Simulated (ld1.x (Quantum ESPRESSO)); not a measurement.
**Si (Z = 14) TM: all-electron and pseudo phase curves**

```json
{
  "Element": "Si (Z = 14)",
  "Generator": "ld1.x (Quantum ESPRESSO) 7.5",
  "Type": "norm-conserving Troullier–Martins (Kleinman–Bylander form)",
  "Functional": "LDA (PZ)",
  "Relativity": "scalar-relativistic",
  "Frozen core": "[He]",
  "Valence charge": "12",
  "Reference configuration": "2s2 2p6 3s1.5 3p2.5",
  "Partial waves": "2p (bound): rc 0.60 bohr; 3d channel at 0.15 Ry: rc 0.75 bohr; 2s (bound): rc 0.70 bohr",
  "Local potential": "the s channel",
  "Core correction": "none"
}
```

Occupied shells without a wave of their own: 3p, 3s. They enter only through the test configuration that unscreens the potential.

The phase is arctan(r·u′/u) with u = r·R(r), unwrapped; energies in Ry, scanned from -12 to 5 Ry. A pole is an energy at which the radial function vanishes at the test radius. The pseudo phase is shifted by a multiple of π to meet the all-electron one at the reference energy, and phase errors are pseudo minus all-electron; the curves can meet again beyond the range given. Levels narrower than the energy grid can be missing from the lists of poles.

Problem. For each channel, where are the poles, and over which energies does the pseudopotential scatter like the atom?

Solution.

| channel | radius (bohr) | reference energy (Ry) | poles, all-electron | poles, pseudo | unbroken range about the reference energy with phases within 0.05 rad | phase error 1 Ry above the reference energy (rad) |
| --- | --- | --- | --- | --- | --- | --- |
| s | 0.85 | -10.26 | -5.78 | -5.84 | the whole range | -0.000 |
| p | 0.85 | -7.09 | -3.69 | -3.71 | the whole range | -0.000 |
| d | 0.85 | 0.15 | none | none | the whole range | -0.000 |

Phases in the s channel:

```csv
E (Ry),all-electron,pseudo
-12.00,-0.316,-0.320
-11.76,-0.455,-0.458
-11.52,-0.586,-0.588
-11.28,-0.706,-0.707
-11.04,-0.812,-0.813
-10.80,-0.906,-0.906
-10.56,-0.988,-0.988
-10.32,-1.059,-1.059
-10.08,-1.121,-1.121
-9.84,-1.175,-1.175
-9.60,-1.222,-1.222
-9.36,-1.264,-1.264
-9.12,-1.301,-1.302
-8.88,-1.334,-1.335
-8.64,-1.364,-1.364
-8.40,-1.390,-1.391
-8.16,-1.414,-1.415
-7.92,-1.436,-1.438
-7.68,-1.456,-1.458
-7.44,-1.475,-1.476
-7.20,-1.492,-1.493
-6.96,-1.507,-1.509
-6.72,-1.522,-1.524
-6.48,-1.536,-1.538
-6.24,-1.548,-1.551
-6.00,-1.560,-1.563
-5.76,-1.572,-1.575
-5.52,-1.582,-1.585
-5.28,-1.592,-1.596
-5.04,-1.602,-1.606
-4.80,-1.611,-1.615
-4.56,-1.620,-1.624
-4.32,-1.628,-1.633
-4.08,-1.636,-1.641
-3.84,-1.644,-1.649
-3.60,-1.652,-1.657
-3.36,-1.659,-1.664
-3.12,-1.666,-1.672
-2.88,-1.673,-1.679
-2.64,-1.679,-1.686
-2.40,-1.686,-1.692
-2.16,-1.692,-1.699
-1.92,-1.698,-1.706
-1.68,-1.704,-1.712
-1.44,-1.710,-1.718
-1.20,-1.716,-1.725
-0.96,-1.722,-1.731
-0.72,-1.728,-1.737
-0.48,-1.734,-1.743
-0.24,-1.739,-1.749
0.00,-1.745,-1.755
0.24,-1.750,-1.761
0.48,-1.756,-1.767
0.72,-1.761,-1.773
0.96,-1.767,-1.779
1.20,-1.772,-1.785
1.44,-1.778,-1.791
1.68,-1.783,-1.798
1.92,-1.789,-1.804
2.16,-1.794,-1.810
2.40,-1.800,-1.816
2.64,-1.805,-1.823
2.88,-1.811,-1.829
3.12,-1.817,-1.836
3.36,-1.823,-1.843
3.60,-1.829,-1.850
3.84,-1.834,-1.857
4.08,-1.841,-1.864
4.32,-1.847,-1.871
4.56,-1.853,-1.879
4.80,-1.859,-1.886
```
